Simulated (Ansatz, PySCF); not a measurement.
C4H4OSe, SMILES O=C1C[Se]C1=C. Atoms are numbered in the order given.

```xyz
10

C      2.0363    -1.0527     0.0000
C      0.7970    -0.5534     0.0000
Se     0.0026     1.2077     0.0000
C     -1.5132    -0.0973     0.0000
C     -0.5208    -1.2713     0.0000
O     -0.7524    -2.4492     0.0000
H      2.1627    -2.1397     0.0000
H      2.9295    -0.4243     0.0000
H     -2.1403    -0.0511     0.9018
H     -2.1403    -0.0511    -0.9018
```
Charge 0, spin multiplicity 1.

The structure is a stationary point at B3LYP-D3(BJ)/def2-SVP. The structure was generated by enumeration, and PubChem lists no compound with its InChIKey, so it may never have been made.

Two levels are set side by side: PBE-D3(BJ)/def2-SVP (Ansatz, a quantum-chemistry and plane-wave program) and B3LYP-D3(BJ)/def2-SVP (Ansatz). Each level has its own optimised geometry; the coordinates shown are those of the second. Frequencies come from the Hessian of PySCF at each geometry. Differences are taken from unrounded values.

| quantity | B3LYP-D3(BJ) |
|---|---|
| mean bond length (Å) | 1.389 |
| bond C1–C2 (Å) | 1.336 |
| bond C2–Se3 (Å) | 1.932 |
| bond C2–C5 (Å) | 1.501 |
| bond Se3–C4 (Å) | 2.000 |
| bond C4–C5 (Å) | 1.537 |
| bond C5–O6 (Å) | 1.200 |
| bond C1–H7 (Å) | 1.094 |
| bond C1–H8 (Å) | 1.092 |
| bond C4–H9 (Å) | 1.099 |
| bond C4–H10 (Å) | 1.099 |
| highest harmonic wavenumber (cm⁻¹) | 3247 |
| mean harmonic wavenumber (cm⁻¹) | 1248 |
| zero-point energy (kcal/mol) | 42.80 |

Q: What does PBE-D3(BJ) give, and how far is it from B3LYP-D3(BJ)? (Estimate from the structure and the level; the computed values follow.)

A: 
```csv
quantity,PBE-D3(BJ),PBE-D3(BJ) minus B3LYP-D3(BJ)
mean bond length (Å),1.395,0.006
bond C1–C2 (Å),1.347,0.011
bond C2–Se3 (Å),1.931,-0.001
bond C2–C5 (Å),1.502,0.001
bond Se3–C4 (Å),1.999,-0.001
bond C4–C5 (Å),1.541,0.003
bond C5–O6 (Å),1.211,0.011
bond C1–H7 (Å),1.102,0.008
bond C1–H8 (Å),1.100,0.008
bond C4–H9 (Å),1.108,0.009
bond C4–H10 (Å),1.108,0.009
highest harmonic wavenumber (cm⁻¹),3188,-59
mean harmonic wavenumber (cm⁻¹),1211,-36
zero-point energy (kcal/mol),41.56,-1.24
```

GGA bonds tend to be longer and softer than those of functionals with exact exchange. Differences between two approximate levels are no errors against the true value.
